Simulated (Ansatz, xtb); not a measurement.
## C4H5BClN: which of two isomers lies lower

Structure a is `Bc1cc[nH]c1Cl`, a singlet and structure b is `Bn1ccc(Cl)c1`, a singlet. Both are isolated molecules in the gas phase, relaxed with B3LYP-D3(BJ)/def2-SVP; the shapes shown needn't be the lowest conformers.

a (Å):

```xyz
12

C     1.0376    1.0764    1.2414
C     2.3699    0.9776    0.6834
C     2.2917    0.4091   -0.5614
C     0.2064    0.5351    0.2482
B     0.6209    1.6349    2.5896
Cl   -1.4985    0.3267    0.2177
N     0.9523    0.1428   -0.8138
H     1.4572    2.0700    3.3452
H    -0.5395    1.6510    2.9198
H     3.2801    1.3053    1.1817
H     3.0543    0.1655   -1.2968
H     0.5737   -0.2780   -1.6537
```

b (Å):

```json
{"atom": "C", "x (Å)": "2.1835", "y (Å)": "0.6406", "z (Å)": "1.2077"}
{"atom": "C", "x (Å)": "2.4589", "y (Å)": "0.0575", "z (Å)": "0.0045"}
{"atom": "C", "x (Å)": "1.2677", "y (Å)": "0.1936", "z (Å)": "-0.7975"}
{"atom": "C", "x (Å)": "0.3204", "y (Å)": "0.8482", "z (Å)": "-0.0600"}
{"atom": "B", "x (Å)": "0.2248", "y (Å)": "1.8082", "z (Å)": "2.2647"}
{"atom": "Cl", "x (Å)": "1.0877", "y (Å)": "-0.3807", "z (Å)": "-2.4158"}
{"atom": "N", "x (Å)": "0.8730", "y (Å)": "1.1356", "z (Å)": "1.1942"}
{"atom": "H", "x (Å)": "0.8388", "y (Å)": "1.9788", "z (Å)": "3.2841"}
{"atom": "H", "x (Å)": "-0.9079", "y (Å)": "2.1783", "z (Å)": "2.1079"}
{"atom": "H", "x (Å)": "2.7987", "y (Å)": "0.7588", "z (Å)": "2.0961"}
{"atom": "H", "x (Å)": "3.3864", "y (Å)": "-0.4189", "z (Å)": "-0.3032"}
{"atom": "H", "x (Å)": "-0.6963", "y (Å)": "1.1379", "z (Å)": "-0.3078"}
```

Question: Which of the two would you expect CCSD(T)/def2-SVP + ΔMP2/def2-TZVPP electronic energies to favour?

Answer: Structure b; the calculation gives E(b) − E(a) = −17.6 kcal/mol.

The same difference at several levels:

| level | geometry | E(b) − E(a) (kcal/mol) | departure from the last row (kcal/mol) | job, with rough time for the two |
| --- | --- | --- | --- | --- |
| GFN2-xTB | GFN2-xTB | −22.1 | −4.5 | optimisation, 0.29 s |
| HF/STO-3G | GFN2-xTB | −26.6 | −9.0 | single point, 1 s |
| r2SCAN-D4/def2-SVP | GFN2-xTB | −14.4 | +3.3 | single point, 8.4 s |
| B3LYP-D3(BJ)/def2-SVP | B3LYP-D3(BJ)/def2-SVP | −15.8 | +1.9 | optimisation, 63 s |
| HF/def2-SVP | B3LYP-D3(BJ)/def2-SVP | −18.0 | −0.4 | part of the CCSD(T) run |
| MP2/def2-SVP | B3LYP-D3(BJ)/def2-SVP | −15.9 | +1.7 | part of the CCSD(T) run |
| CCSD(T)/def2-SVP | B3LYP-D3(BJ)/def2-SVP | −17.4 | +0.2 | single point |
| CCSD(T)/def2-SVP + ΔMP2/def2-TZVPP | B3LYP-D3(BJ)/def2-SVP | −17.6 |  | single point, 1.8 min |

As drawn, b has 1 B–N, 1 C–H in place of 1 C–B, 1 N–H.

None of the levels shown reverses the order. The largest departure from CCSD(T)/def2-SVP + ΔMP2/def2-TZVPP is that of HF/STO-3G, 9.0 kcal/mol. The last row adds to CCSD(T) the change of the MP2 difference between the two basis sets, here −0.2 kcal/mol.

With thermal terms from frequencies at re-optimised GFN2-xTB minima (ideal gas, soft modes damped towards free rotors, one conformer each, 298.15 K, 1 atm): on the last row, ΔE + ΔZPE = −17.2, ΔH = −17.4, ΔG = −17.0 kcal/mol.

The correlated steps freeze 11 core orbitals. Run with Ansatz 0.2.0, xtb 6.7.1; the last row on 2 threads of AMD EPYC 7R43 64-Core Processor (Zen 3) on a shared host.
